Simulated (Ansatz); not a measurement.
The cluster K₂F₂⁺. Total charge 1; quartet. Geometry PBE0-D4/def2-TZVP; atoms count from 1.

```xyz
4

K     1.974   -0.502    2.387
K    -2.907   -0.190    1.164
F     0.259   -0.539   -1.172
F     0.675    1.231   -2.379
```

In the quartet geometry the species has come apart into loosely held pieces. At PBE0-D4/def2-TZVP a doublet of charge 1 lies 7.06 eV below the quartet, each at its own geometry. The structure comes from a short search, and lower isomers may exist.

**Question.** Estimate the Mulliken populations from the PBE0/def2-TZVP orbitals of Ansatz.

**Answer.** 
```tsv
atom	charge (e)	spin (α − β)
K1	0.49	0.50
K2	0.49	0.50
F3	-0.03	0.94
F4	0.06	1.06
```
Mulliken values and Mayer orders depend strongly on the basis.

**Question.** Where does the spin sit?

**Answer.** Summed by element: K 1.00, F 2.00, of 3 unpaired in all. Largest on single atoms: F4 1.06, F3 0.94, K1 0.50.
